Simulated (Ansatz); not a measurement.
**Question.** Name a neutral molecule of Ge, N, Si and H with size of the dipole moment (B3LYP/def2-TZVPP) between 1.40 and 1.70 D and LUMO energy (PBE/def2-TZVPP) between -0.25 and 0.05 eV (Ansatz, PBE0-D4/def2-TZVP geometry).

**Answer.** `N[SiH2][NH][GeH2][NH2]` (1.44 D, -0.12 eV). Other molecules can fit too; these were computed, each in one conformer that needn't be the lowest.

B3LYP here is the variant with VWN-RPA as its local correlation; programs differ in this.
